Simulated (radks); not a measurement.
Spherical quantum dot in the effective-mass picture: electrons in a parabolic well V = omega^2 r^2 / 2 with omega = 1.55, all in effective atomic units (hartree* = m*/eps^2 hartree, bohr* = eps/m* bohr), one dielectric constant everywhere. Calculated with a radial shooting solver with Libxc functionals: non-relativistic Kohn-Sham, LDA (Slater exchange, Perdew-Wang correlation), spin-polarised, spherical densities. Levels are named by radial order and angular momentum (1s, 1p, 1d, 2s, ...), and open shells are averaged over m. Results are scaled to m* = 0.354 and eps = 8.8, for which hartree* = 124.4 meV and bohr* = 1.315 nm.

N = 13, configuration 1s2 1p6 1d(up 5, down 0). This is the lowest configuration that the search found. Occupied and some empty levels:

level,occupation,eigenvalue (meV),<r> (nm)
1s up,1,1273.6,1.553
1s down,1,1285.6,1.526
1p up,3,1388.5,1.966
1p down,3,1404.3,1.956
1d up,5,1515.6,2.267
1d down,0,1532.5,2.269
2s up,0,1537.9,2.012
2s down,0,1549.2,2.029
1f up,0,1653.0,2.513
1f down,0,1669.6,2.523
2p up,0,1684.7,2.291
2p down,0,1695.8,2.300

Energy (meV): total 12635.7, kinetic 2355.6, external 5015.9, Hartree 6159.8, exchange-correlation -895.64.

Electron density:

r (nm),n(r) (e/nm^3)
0.0846,0.1310
0.297,0.1387
0.509,0.1536
0.722,0.1728
0.934,0.1924
1.15,0.2073
1.36,0.2132
1.57,0.2069
1.78,0.1879
2.00,0.1583
2.21,0.1233
2.42,0.08803
2.63,0.05757
2.85,0.03422
3.06,0.01856
3.27,0.009104
3.48,0.004055
3.70,0.001649
3.91,0.0006064
4.12,0.0002040
